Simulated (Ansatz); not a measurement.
NiBr2N2H6⁺, that is cis-NiBr2(NH3)2 with one electron fewer, relaxed as a doublet with UKS PBE-D4/def2-SVP in Ansatz, starting from the PBE-D4/def2-SVP geometry of the neutral singlet. Force threshold 0.02 eV/Å.

The name describes the singlet; other states may take another shape.

Start:

```csv
atom,x (Å),y (Å),z (Å)
Ni1,-0.7693,-0.0367,-0.2284
Br2,-2.6867,-0.8354,0.7863
Br3,-1.8863,0.6166,-2.1440
N4,0.8559,0.6259,-1.0864
H5,1.5464,-0.0991,-1.3357
H6,1.3651,1.3753,-0.5931
H7,0.4876,1.0200,-1.9760
N8,0.1772,-0.5766,1.3930
H9,-0.5751,-1.0423,1.9402
H10,0.5345,0.2016,1.9687
H11,0.9506,-1.2492,1.2754
```

Estimate the energy that the relaxation releases and the steps that it takes.

0.10 eV, in 6 steps; 19 s on 4 threads of Arm Neoverse V2 on a shared host. No frequencies were taken in this run, so the end may be a saddle point.

Does the start keep its bonding and symmetry?

By distances, no bond broke or formed. The bond that changes most is Ni1–Br3, from 2.31 to 2.26 Å (atoms count from 1). Point group C2 at the start, C2 at the end, both within 0.05 Å.

Predict the relaxed structure.


```xyz
11

Ni   -0.831   -0.040   -0.247
Br   -2.735   -0.805    0.698
Br   -1.971    0.578   -2.096
N     0.849    0.624   -1.086
H     1.530   -0.125   -1.293
H     1.351    1.342   -0.537
H     0.609    1.059   -1.994
N     0.172   -0.576    1.389
H    -0.482   -1.065    2.025
H     0.547    0.227    1.920
H     0.962   -1.219    1.221
```
Bond lengths: 2 × Br–Ni 2.26 Å; 2 × N–Ni 1.99 Å; 6 × H–N 1.03 Å.
